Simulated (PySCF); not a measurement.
Delta-SCF ions had no search for a lower state. 

Cartesian coordinates (Å):
SMILES: C(O)=C=N
```xyz
7

N      1.3328     1.0339    -0.6355
C      0.4571     0.2180    -0.3533
C     -0.6014    -0.5221    -0.1323
O     -1.3727    -0.5059     1.0149
H      2.2799     0.7495    -0.3723
H     -0.9159    -1.2627    -0.8519
H     -1.1798     0.2893     1.5244
```
Charge 0, multiplicity 1.

Estimate the HOMO–LUMO gap, S1 oscillator strength, dipole moment, vertical ionisation energy (Delta-SCF) and total energy that M06-2X/def2-TZVP // B3LYP-D3(BJ)/def2-TZVP in PySCF 2.14.0 returns for this input.


* **HOMO–LUMO gap**: 7.55 eV
* **S1 oscillator strength**: 0.001
* **dipole moment**: 1.33 D
* **vertical ionisation energy (Delta-SCF)**: 8.81 eV
* **total energy**: -207.9165 Ha
